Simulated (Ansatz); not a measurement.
The multiplicity is imposed and other spin states were not computed.

Species: [Zn(CH3)(SH)] (charge 0, multiplicity 1).

Problem. Give a relaxed geometry from PBE-D3(BJ)/def2-SVP in Ansatz (an electronic-structure program).

Solution. This is not unique; one that fits is the end point of this relaxation, one of several conformers.
Cartesian coordinates (Å) in one orientation:
```xyz
7

Zn    -0.068    -0.046    -0.025
C      1.533    -0.997    -0.565
H      2.044    -0.463    -1.392
H      1.290    -2.021    -0.914
H      2.246    -1.080     0.280
S     -1.883     1.044     0.561
H     -1.840     0.510     1.817
```
